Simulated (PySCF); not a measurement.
## Reading a saddle point

A first-order saddle point of GeH5, doublet, PBE0-D4/def2-TZVP, with one imaginary mode of 511i cm⁻¹:

H1  (0.001, -1.006, -0.291)
Ge2  (-0.002, 0.503, 0.142)
H3  (0.011, -2.456, -0.696)
H4  (-1.337, 1.141, -0.267)
H5  (1.157, 1.231, -0.554)
H6  (0.170, 0.587, 1.665)
(Å)

Computed with PySCF 2.14 with density fitting (its default auxiliary sets; JK sets also for MP2 and CCSD(T)) (basis: def2-TZVPP and def2-QZVPP); correlated methods freeze the cores; orbitals are unrestricted. Filled d shells of the heavier atoms are correlated. The def2 sets are not built for correlating such inner shells, so the correlated values are less sure here. Extrapolation: Hartree–Fock as exp(−7.88 √X), correlation as X^−2.97.

(1) Which contacts change along the imaginary mode, and what lies on either side? (A judgement: the text doesn't fix the answer.)

(2) Which side is lower, and how far does the saddle lie above each? (Judge from chemistry; the value comes from the calculation.)

T1 diagnostic: at most 0.013. ⟨S²⟩ of the unrestricted Hartree–Fock references: 0.75 to 0.76 (a pure state has 0.75). The start structure is not quite a true minimum (one mode of 27i cm⁻¹). The end structure is not quite a true minimum (one mode of 32i cm⁻¹).

Results:

(1) Computed: The step is GeH₄ + H → GeH₃ + H₂, with the molecules in contact on both sides. Shortening one way: H1–H3; lengthening the same way: H1–Ge2.
| pair | one side (Å) | saddle (Å) | other side (Å) |
| --- | --- | --- | --- |
| H1–H3 | 2.82 | 1.51 | 0.75 |
| H1–Ge2 | 1.53 | 1.57 | 3.42 |

(2) By the calculation: The side with H1–H3 short is lower by 76.6 kJ/mol; the saddle lies 88.2 kJ/mol above it and 11.6 kJ/mol above the other (CCSD(T) at an estimated basis limit (MP2 extrapolated from triple and quadruple zeta, plus CCSD(T) − MP2 in triple zeta); electronic energies).

Radical steps of this kind take place in plasma deposition and etching.

For scale, one of the runs: CCSD(T)/def2-TZVPP, 118 basis functions, launched by `OMP_NUM_THREADS=4 python run.py`. The run took 2.1 min on 4 CPU threads of a Oxide Virtual Turin-like (shared host), with 0.72 GiB of host memory at its peak.
